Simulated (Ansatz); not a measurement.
B(OMe2)H3 (C2H9BO). The state is a singlet with charge 0. Geometry PBE-D4/def2-SVP.

```xyz
13

B    -1.543    0.040   -0.017
O     0.066    0.330   -0.258
C     0.741   -0.724   -0.964
C     0.758    0.750    0.930
H     0.158   -0.909   -1.882
H     0.766   -1.647   -0.345
H     1.768   -0.392   -1.212
H     0.787   -0.078    1.671
H     1.784    1.066    0.657
H     0.185    1.598    1.342
H    -1.945    1.087    0.480
H    -1.565   -0.931    0.745
H    -1.959   -0.189   -1.147
```

B3LYP takes the VWN-RPA correlation.

Question: Estimate the orbital energies around the gap (eV) in Ansatz with HF/6-31G, LDA (SPW92)/def2-TZVP, PBE-D4/def2-SVP, PBE-D4/def2-TZVP, B3LYP-D4/6-31G.

Answer: 
```csv
orbital,HF/6-31G,LDA (SPW92)/def2-TZVP,PBE-D4/def2-SVP,PBE-D4/def2-TZVP,B3LYP-D4/6-31G
HOMO−5,-16.09,-10.56,-10.49,-10.53,-11.91
HOMO−4,-15.37,-10.08,-10.02,-10.05,-11.36
HOMO−3,-14.52,-9.31,-9.07,-9.23,-10.26
HOMO−2,-13.52,-8.11,-7.93,-8.03,-9.13
HOMO−1,-11.27,-6.72,-6.48,-6.67,-7.56
HOMO,-11.07,-6.48,-6.24,-6.42,-7.32
LUMO,5.30,-0.58,0.13,-0.28,1.23
LUMO+1,6.57,0.21,0.97,0.30,2.27
LUMO+2,7.10,1.03,1.69,1.09,3.04
LUMO+3,7.31,1.11,1.82,1.27,3.25
LUMO+4,7.49,1.56,2.13,1.75,3.50
LUMO+5,8.04,1.80,2.46,2.00,3.85
```
